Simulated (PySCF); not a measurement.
(Br2B-mu-SH)2.
Cartesian coordinates in Å at the PBE0-D3(BJ)/def2-SVP level; atoms count from 1:
```xyz
10
B2Br4H2S2 angstrom
B     -1.1769   -0.3064   -0.5296
Br    -1.4796   -1.9475   -1.5606
Br    -2.7131    0.8926   -0.3038
S      0.3792    0.7131   -1.2369
B      1.2018    0.2962    0.5274
Br     1.4690    1.9468    1.5520
Br     2.7598   -0.8779    0.3189
S     -0.3455   -0.7455    1.2268
H      0.9483   -0.2963   -1.9346
H     -0.9183    0.2483    1.9448
```

Computed, not measured: PySCF, TDDFT B3LYP/def2-SVPD, vertical, gas phase, core orbitals frozen in the response. The B3LYP/def2-SVPD calculation is non-relativistic and has no spin–orbit coupling, an omission that weighs most on bromine.

Transition dipole moments from the ground state, in atomic units and in the frame of the coordinates above (overall signs are arbitrary), for the states with f of 0.002 or more among the lowest 10:

```json
{"state": "S1", "E (eV)": "5.465", "μx": "-0.077", "μy": "0.146", "μz": "0.125"}
{"state": "S3", "E (eV)": "5.483", "μx": "0.174", "μy": "0.004", "μz": "0.065"}
{"state": "S4", "E (eV)": "5.486", "μx": "-0.005", "μy": "-0.125", "μz": "-0.004"}
{"state": "S5", "E (eV)": "5.562", "μx": "0.204", "μy": "0.055", "μz": "0.091"}
{"state": "S10", "E (eV)": "5.810", "μx": "0.073", "μy": "-0.260", "μz": "-0.029"}
```

Question: What oscillator strength does each state have?

Answer: f = (2/3) ΔE |μ|² with ΔE in hartree (27.2114 eV).

```
state  |μ|² (au)  |μ| (D)      f
   S1      0.043     0.53  0.006
   S3      0.034     0.47  0.005
   S4      0.016     0.32  0.002
   S5      0.053     0.59  0.007
  S10      0.074     0.69  0.011
```

Question: What peak molar absorption coefficient would the strongest computed level give as a lone Gaussian band 0.3 eV wide at half height?

Answer: ε(max) = 2.175×10⁸ f / FWHM, with the width in cm⁻¹. S10: 2.175×10⁸ × 0.0105 / 2420 ≈ 950 L mol⁻¹ cm⁻¹.

All these states lie below the vertical ionisation energy of 9.66 eV (ΔSCF).

One conformer stands for the species.
